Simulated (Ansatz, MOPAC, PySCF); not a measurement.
H2S (SMILES S) and CH6Si (SMILES C[SiH3]) are pulled apart as rigid monomers along the line of their centres of mass, from the B3LYP-D3(BJ)/def2-TZVP minimum. Starting geometry (charge 0, multiplicity 1):
```xyz
11

S     -0.0090    -0.5345     0.3055
H     -0.0206    -1.5721     1.1573
H     -1.1468    -0.0347     0.8134
C      1.1190     1.0767     3.8320
Si    -0.3997     0.0436     4.1959
H      1.9776     0.7210     4.4044
H      0.9491     2.1230     4.0925
H      1.3659     1.0218     2.7709
H     -0.1713    -1.3791     3.8393
H     -1.5676     0.5243     3.4159
H     -0.7539     0.1041     5.6354
```

Interaction energies with rigid monomers; basis-set methods are counterpoise corrected unless marked otherwise.

Rows in 6-311+G**, 6-31G* carry no dispersion term and start afresh at each structure (6-31G* with six Cartesian d functions). MP2/6-31G* freezes PySCF's default core. The state that PM3 reach isn't checked.

Codes used: Ansatz (a quantum-chemistry and plane-wave program) with Gaussian orbitals; MOPAC for PM3 (differences of heats of formation); PySCF for 6-311+G** rows, 6-31G* rows. Each number belongs to the level named beside it.

```json
[
 {"S1···Si5 (Å)": "3.56", "PM3 (meV)": "[?]", "HF/aug-cc-pV(D+d)Z (meV)": "[?]", "B3LYP/6-31G* (meV)": "119.7", "B3LYP/6-311+G** (no counterpoise) (meV)": "95.6", "MP2/6-31G* (meV)": "123.4"},
 {"S1···Si5 (Å)": "3.95", "PM3 (meV)": "-18.9", "HF/aug-cc-pV(D+d)Z (meV)": "35.5", "B3LYP/6-31G* (meV)": "14.4", "B3LYP/6-311+G** (no counterpoise) (meV)": "-1.4", "MP2/6-31G* (meV)": "-2.0"},
 {"S1···Si5 (Å)": "4.54", "PM3 (meV)": "-12.7", "HF/aug-cc-pV(D+d)Z (meV)": "-10.2", "B3LYP/6-31G* (meV)": "-8.5", "B3LYP/6-311+G** (no counterpoise) (meV)": "-18.5", "MP2/6-31G* (meV)": "-27.3"},
 {"S1···Si5 (Å)": "5.52", "PM3 (meV)": "-6.5", "HF/aug-cc-pV(D+d)Z (meV)": "-9.0", "B3LYP/6-31G* (meV)": "-6.4", "B3LYP/6-311+G** (no counterpoise) (meV)": "-9.3", "MP2/6-31G* (meV)": "-14.0"},
 {"S1···Si5 (Å)": "7.09", "PM3 (meV)": "-2.9", "HF/aug-cc-pV(D+d)Z (meV)": "-3.1", "B3LYP/6-31G* (meV)": "-3.2", "B3LYP/6-311+G** (no counterpoise) (meV)": "-4.5", "MP2/6-31G* (meV)": "-4.2"}
]
```

Task: Some entries are withheld; supply them.

Result: 
- 3.56, HF/aug-cc-pV(D+d)Z (meV): 182.9
- 3.56, PM3 (meV): 10.6
